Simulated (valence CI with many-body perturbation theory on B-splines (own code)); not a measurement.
## La²⁴⁺: key properties

Calculated by valence CI with perturbative core correlation (CI+MBPT): five valence electrons over a frozen Dirac-Fock core [Ar] 3d10, radial functions for each j: 11 s, 11 p, 10 d, 8 f, 5 g, 2 h, with the one-electron correlation potential Σ1 (screened to all orders), the two-electron term Σ2, the three-electron term Σ3, Breit, model QED; selected single and double excitations, second order for the rest, scaled by the run's own slope (own B-spline code, finite nucleus).

No measured spectrum was set against this ion. As an estimate, levels hold to about 250 cm⁻¹ or 0.2 % of their energy and the worst to 1 %, as in measured heavy ions of charge 2 to 7; those with d or f electrons hold less well. Among the levels kept, up to 2200 cm⁻¹ of a level comes from second order outside the variational space, and about a tenth of that is noise between levels of different J, which matters for small intervals.

Levels are named by their leading jj configuration (3d3/2^4 stands for four electrons in 3d with j = 3/2), which in mixed levels can hold well under half, so a name can repeat and another be missing.

Rates and lifetimes use the calculated energies. Strong lines usually hold to 10 to 20 %, long lifetimes can be off by a factor of two.

Q: What is the ground level?

A: (4s^2 4p1/2^2 4p3/2) J=3/2, composition 40 % 4s2 4p3 2P° + 36 % 4s2 4p3 4S° + 22 % 4s2 4p3 2D°, g = 1.456.

Q: Where does the other parity begin?

A: At (4s 4p1/2^2 4p3/2^2) J=5/2, 75.26 eV.

Q: Among levels below 255.11 eV, which E1 lines absorb most strongly from the ground level?

A: to (4s^2 4p1/2 4p3/2 4d3/2) J=5/2 at 9.721 nm, f = 0.633; to (4s^2 4p1/2 4p3/2 4d3/2) J=3/2 at 9.646 nm, f = 0.374; to (4s^2 4p1/2 4p3/2 4d3/2) J=1/2 at 9.660 nm, f = 0.262.

Q: What is the ionisation energy?

A: 807.93 eV; NIST lists 806 ± 4 eV (theoretical).

Q: Name the longest-lived excited levels whose lifetime is computed, and their main decay.

A: (4s^2 4p1/2 4p3/2^2) J=5/2 at 22.39 eV lives 65.4 μs, mostly by M1 to (4s^2 4p1/2^2 4p3/2) J=3/2; (4s^2 4p1/2 4p3/2^2) J=1/2 at 26.92 eV lives 13.2 μs, mostly by M1 to (4s^2 4p1/2^2 4p3/2) J=3/2; (4s^2 4p1/2 4p3/2^2) J=3/2 at 18.89 eV lives 13.2 μs, mostly by M1 to (4s^2 4p1/2^2 4p3/2) J=3/2. The lifetime of (4s^2 4p1/2 4p3/2 4d5/2) J=9/2 is too uncertain to give, and may be longer.
